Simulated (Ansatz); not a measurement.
`C[Se][SiH](F)Cl` + H₂O → `C[Se][SiH](O)F` + HCl  (formal hydrolysis of the Si–Cl bond)

Gas-phase electronic energies from Ansatz, PBE0-D4/def2-TZVP geometries. CCSD(T)/CBS is the MP2 limit (def2-TZVPP, def2-QZVPP) plus CCSD(T) − MP2 in def2-TZVPP, frozen cores. This one scheme is used for every species. Functionals use def2-TZVPP. B3LYP here is the variant with VWN-RPA as its local correlation; programs differ in this. For Se outer-core shells are correlated without core-valence functions, which leaves a few kJ/mol of doubt a bond. Scalar relativity is left out up to krypton. One conformer a species, not always the lowest.

`C[Se][SiH](F)Cl`:

Cartesian coordinates in Å:
```
C 1.360 0.835 0.088
Se -0.358 1.028 1.013
Si -1.296 -0.777 0.070
F -2.793 -0.850 0.595
Cl -1.327 -0.651 -1.969
H 1.997 1.627 0.478
H 1.808 -0.132 0.308
H 1.222 0.964 -0.983
H -0.613 -2.044 0.401
```

H₂O:

```xyz
3

O     0.169    0.323   -0.137
H    -0.607    0.263    0.425
H     0.438   -0.585   -0.288
```

`C[Se][SiH](O)F`:

```xyz
10

C     0.000   -1.479    0.951
Se    1.457   -0.551    0.023
Si    0.114    0.896   -1.066
O    -0.754    1.838   -0.057
F     1.097    1.771   -1.964
H    -0.554   -0.786    1.580
H    -0.663   -1.956    0.232
H     0.471   -2.240    1.570
H    -0.885    0.247   -1.935
H    -0.284    2.260    0.666
```

HCl:

```xyz
2

Cl    0.579    0.263   -0.070
H    -0.579   -0.263    0.070
```

(1) Is it downhill or uphill in electronic energy at CCSD(T)/CBS, and by how much? (Estimate.)

(2) What do these levels give: PBE-D4, r2SCAN-D4, B3LYP-D4, ωB97M-V, B2PLYP, PBE, B3LYP, SCS-MP2/def2-TZVPP, MP2/def2-QZVPP, HF/CBS(def2), MP2/CBS(def2), CCSD/CBS(def2)? (An estimate is asked.)

Largest T1 diagnostic among the species: 0.011.

## Answers

(1) The calculation gave: Downhill: ΔE = -2.1 kcal/mol.

(2) Ansatz gave: PBE-D4 -1.2, r2SCAN-D4 -2.7, B3LYP-D4 -3.0, ωB97M-V -2.8, B2PLYP -3.6, PBE -1.8, B3LYP -3.9, SCS-MP2/def2-TZVPP -3.5, MP2/def2-QZVPP -1.7, HF/CBS(def2) -5.1, MP2/CBS(def2) -1.0, CCSD/CBS(def2) -2.5 kcal/mol.

The D4 term adds +0.9 kcal/mol with B3LYP and +0.5 kcal/mol with PBE0; it sums over pairs of atoms, weighted by their polarisabilities, and B3LYP, whose exchange is more repulsive, gets the larger term. In def2-TZVPP, CCSD(T) changes the Hartree–Fock value by +1.3 kcal/mol (the triples alone add +0.4 kcal/mol) and MP2 by +2.4 kcal/mol.
